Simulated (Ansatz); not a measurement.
Input file for CH$_{5}$AlBrN, SMILES `[NH2][AlH][CH2]Br`:

```yaml
crystal:
  periodic: [false, false, false]
  atoms:
    - {symbol: N, position_ang: [-0.491799, 1.602878, -0.616941]}
    - {symbol: Al, position_ang: [0.648407, 0.350984, -0.114350]}
    - {symbol: C, position_ang: [-0.041889, -1.208281, 0.845654]}
    - {symbol: Br, position_ang: [0.004341, -2.324954, -0.800043]}
    - {symbol: H, position_ang: [-1.487342, 1.582037, -0.468327]}
    - {symbol: H, position_ang: [-0.244714, 2.391601, -1.192204]}
    - {symbol: H, position_ang: [2.189376, 0.512674, -0.412000]}
    - {symbol: H, position_ang: [-1.077417, -1.225015, 1.178722]}
    - {symbol: H, position_ang: [0.589436, -1.728225, 1.562390]}
basis:
  gaussian: {orbitals: def2-TZVPP}
correlation: {method: ccsd_t}
output: {orbitals: {seedname: orbitals}}
```

```sh
$ ansatz run in.yaml --threads 4 --pin off --events-out ev --progress --plain --max-ram 10444MiB
```

The program prints (abridged):

```
Functional definition: HF
1339 factors; integrals over basis functions are off by at most 1.4e-3 eV
mean field evaluation 1: about -79171.9013 eV, gradient 4.0e1 eV
mean field evaluation 2: about -79172.0559 eV, gradient 4.0e1 eV
mean field evaluation 4: about -79175.5947 eV, gradient 3.2e0 eV
mean field evaluation 8: about -79175.6450 eV, gradient 1.7e-1 eV
mean field -79175.64512198 eV, -2909.6512910529 hartree, gradient 2.7e-6 eV, S^2 0.000000; 0 other end points of the search recorded, 0 dependent functions left out
16 core orbitals not correlated, not the lowest: weight in the atoms' cores, before any rotation towards them, 0.997 or more for the frozen orbitals, at most 0.003 for the correlated occupied ones
reference -79175.64512198 eV, -2909.6512910529 hartree; 17, 17 occupied and 189, 189 virtual orbitals, 1339 factors
second order -20.32007421 eV of doubles, -0.00000000 eV of singles
cycle   1  -20.63505227 eV  change   -3.1e-1 eV  update   9.0e-2
cycle   2  -21.12862599 eV  change   -4.9e-1 eV  update   2.6e-2
cycle   3  -21.21023967 eV  change   -8.2e-2 eV  update   1.3e-2
cycle   4  -21.19888385 eV  change    1.1e-2 eV  update   3.3e-3
cycle   5  -21.19993826 eV  change   -1.1e-3 eV  update   1.6e-3
cycle   6  -21.20007920 eV  change   -1.4e-4 eV  update   4.5e-4
cycle   7  -21.19988237 eV  change    2.0e-4 eV  update   1.8e-4
cycle   8  -21.19988925 eV  change   -6.9e-6 eV  update   5.9e-5
cycle   9  -21.19990526 eV  change   -1.6e-5 eV  update   2.0e-5
perturbative correction -0.79534426 eV, -0.0292283624 hartree
Total energy: -79197.64037150 eV, -2910.4596015638 hartree
```

Hardware: 4 threads of a server CPU on a shared host. Wall time 61 s, peak host memory 3.5 GiB.

MP2 recovers 92.4 % of the CCSD(T) correlation energy and the triples give 3.6 %; T1 = 0.0095.
